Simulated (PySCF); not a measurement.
A GIAO shielding run with PySCF 2.14.0 with density-fitted response routines (density fitting, non-relativistic, gas phase) on SMILES N#C[SiH2]CNCC=C, C5H10N2Si:

```
$ OMP_NUM_THREADS=1 python probes_run.py task.json out

{"job": {"kind": "nmr", "xc": "PBE0", "basis": "pcSseg-1"}, "charge": 0, "multiplicity": 1}
C     -2.821385     0.470360    -1.501742
C     -2.225427     0.427458    -0.325722
C     -0.746402     0.529079    -0.125377
N     -0.286977    -0.538200     0.745308
C      1.141664    -0.522707     0.995109
Si     2.305147    -0.816473    -0.510806
C      2.338221     0.713043    -1.580366
N      2.357504     1.656481    -2.231835
H     -2.262351     0.593991    -2.415327
H     -3.890976     0.400301    -1.602390
H     -2.793270     0.302636     0.585925
H     -0.513282     1.477015     0.376071
H     -0.230304     0.534667    -1.102662
H     -0.568113    -1.435582     0.360200
H      1.376636     0.435876     1.468791
H      1.343528    -1.296491     1.741714
H      1.788226    -1.895395    -1.358746
H      3.678801    -1.029743    -0.059320
```

Hardware: 1 thread of an Intel Xeon, shared host. The job also computes population analyses, field gradients.

Q: How large is the calculation?

A: 68 electrons, 193 basis functions and 1012 auxiliary functions.

Q: How long does it take, and how much memory does it need?

A: 82 s of wall time, with 14 SCF cycles and 5 response iterations; peak memory 0.85 GiB. Times on a shared host scatter by some tens of per cent.
